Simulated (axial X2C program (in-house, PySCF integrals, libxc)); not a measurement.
Spin–orbit effects along a row: molecules with P (ions), PBE0

Calculated with an axial X2C code built on PySCF integrals, spin-free (one-electron X2C) or two-component (2c: spin–orbit coupling with atomic mean-field Coulomb and Gaunt terms, which also bring small scalar terms), in Dyall basis sets with cores contracted in-house; open shells are unrestricted.

Basis sets: B dyall-v3z, Be dyall-cv3z, C dyall-v3z, F dyall-av3z, Li dyall-cv3z, N dyall-av3z, O dyall-av3z, P dyall-v3z.

| molecule | spin-free state | Re (Å) | ωe (cm⁻¹) | De (eV) | 2c state | Re 2c (Å) | ωe 2c (cm⁻¹) | De 2c (eV) |
| --- | --- | --- | --- | --- | --- | --- | --- | --- |
| LiP⁺ | M_S = 3/2, Λ = 0 | 2.642 | 253.1 | 0.44 | Ω = 3/2 | 2.642 | 253.1 | 0.44 |
| BeP⁺ | M_S = 1, Λ = 0 | 2.014 | 660.3 | 2.66 | Ω = 1 | 2.014 | 660.1 | 2.66 |
| BP⁺ | M_S = 3/2, Λ = 0 | 1.852 | 769.7 | 2.96 | Ω = 3/2 | 1.852 | 769.5 | 2.96 |
| PC⁺ | ? | ? | ? | ? | ? | ? | ? | ? |
| PN⁺ | M_S = 1/2, Λ = 0 | 1.477 | 1379.5 | 4.60 | Ω = 1/2 | 1.478 | 1379.3 | 4.60 |
| PO⁺ | M_S = 0, Λ = 0 | 1.427 | 1471.4 | 7.78 | Ω = 0 | 1.428 | 1471.3 | 7.78 |
| PF⁺ | M_S = 1/2, Λ = 1 | 1.520 | 1042.0 | 5.38 | Ω = 1/2 | 1.520 | 1041.9 | 5.40 |

**Question.** Estimate the 2c Re and ωe of PC⁺ as the mean of its neighbours in the table.

**Answer.** Re ≈ 1.665 Å, ωe ≈ 1074.4 cm⁻¹. The PBE0 runs give the row below, so the estimate misses by 0.045 Å and -65.4 cm⁻¹.

```csv
molecule,spin-free state,Re (Å),ωe (cm⁻¹),De (eV),2c state,Re 2c (Å),ωe 2c (cm⁻¹),De 2c (eV)
PC⁺,"M_S = 1, Λ = 1",1.620,1141.0,4.91,Ω = 2,1.620,1139.8,4.92
```

Fragments in 2c: P + Li+, P + Be+, P + B+, P+ + C, P+ + N, P+ + O, P+ + F. Each entry is the lowest single determinant of a limited PBE0 search at one distance. De goes to single-determinant-based atoms at the same level (for ions the charge split of lowest energy) and is withheld (n/a) where an atom does not fit its ground term or J level. Main or longest-lived isotopes. One determinant is a doubtful description, or other states lie close, for LiP⁺, BeP⁺, BP⁺, PC⁺, PN⁺; these need not be ground states, and all values refer to the states named. Some open-shell Ω = 0 determinants are out of reach, so the Ω given for BeP⁺, PC⁺ need not be the lowest component. With several unpaired electrons the Ω given is that of one determinant, not necessarily of the lowest component. Some light 2c atoms are not at their ground J level, so De misses part of their lowering (0.04 eV or less). The functionals have no current term, which raises determinants with orbital currents.
